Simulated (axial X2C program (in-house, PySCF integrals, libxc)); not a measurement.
## LiSe⁺: cheaper levels and CCSD(T), 2c

Computed with an axial X2C code built on PySCF integrals. Two-component (2c) means X2C with spin–orbit coupling and atomic mean-field two-electron Coulomb and Gaunt terms. Basis: Se dyall-cv3z [8s9p6d4f1g], Li dyall-cv3z [7s8p2d] (cores contracted in-house); Gaussian nuclei, density fitting, unrestricted open shells. Masses: Se 79.917 u, Li 7.016 u.

State: Ω = 1 (⟨Sz⟩ = 0.98, ⟨Lz⟩ = 0.02 at HF); fragments Se + Li+.

```json
{"level": "PBE0", "Re (Å)": "2.573", "ωe (cm⁻¹)": "320.9", "De (eV)": "0.896"}
{"level": "HF", "Re (Å)": "2.606", "ωe (cm⁻¹)": "312.3", "De (eV)": "n/a"}
{"level": "MP2", "Re (Å)": "2.614", "ωe (cm⁻¹)": "306.3", "De (eV)": "0.739"}
{"level": "CCSD", "Re (Å)": "2.613", "ωe (cm⁻¹)": "306.3", "De (eV)": "0.750"}
{"level": "BLYP", "Re (Å)": "2.602", "ωe (cm⁻¹)": "306.7", "De (eV)": "0.852"}
```

Correlated methods: 6 electrons correlated (number of frozen shells: Se 3 s, 2 p, 1 d; Li 1 s), 188 virtual spin orbitals or spinors in MP2, 58 natural virtuals in coupled cluster.

CCSD(T), same Hamiltonian and basis:

Re = 2.616 Å, ωe = 305.1 cm⁻¹, De = 0.75 eV; T1 = 0.009 (Lee–Taylor normalisation).

Task: Give the differences from CCSD(T) in the columns below.

Result: 

```json
{"level": "PBE0", "ΔRe (Å)": "-0.043", "Δωe (cm⁻¹)": "16", "ΔDe (eV)": "0.15"}
{"level": "HF", "ΔRe (Å)": "-0.010", "Δωe (cm⁻¹)": "7", "ΔDe (eV)": "n/a"}
{"level": "MP2", "ΔRe (Å)": "-0.002", "Δωe (cm⁻¹)": "1", "ΔDe (eV)": "-0.01"}
{"level": "CCSD", "ΔRe (Å)": "-0.003", "Δωe (cm⁻¹)": "1", "ΔDe (eV)": "0.00"}
{"level": "BLYP", "ΔRe (Å)": "-0.014", "Δωe (cm⁻¹)": "2", "ΔDe (eV)": "0.10"}
```

One determinant describes the state; a PBE0 search over occupations chose it and may have missed a lower one. Dissociation energies refer to the lowest single-determinant-based atoms at the same level and basis. De is not given where an atomic determinant may have missed its ground term or J level, or where the truncated virtual space spoils (T). Density functionals use the spin component along the axis (collinear). Coupled cluster ran in a truncated set of natural virtual spinors; the MP2 energy of the rest was added. (T) has no such correction and the atoms are truncated less, which lowers De at CCSD(T) by a hundredth of an eV or more. Without a current term, density functionals place determinants with orbital angular momentum somewhat too high. With several unpaired electrons one determinant need not be a pure state. Open-shell Ω = 0 determinants with evenly filled partner blocks cannot be reached by this program, so the Ω shown need not be the lowest component. This is the Ω = 1 component of a π² triplet; the 0⁺ component is not one determinant and can lie lowest.
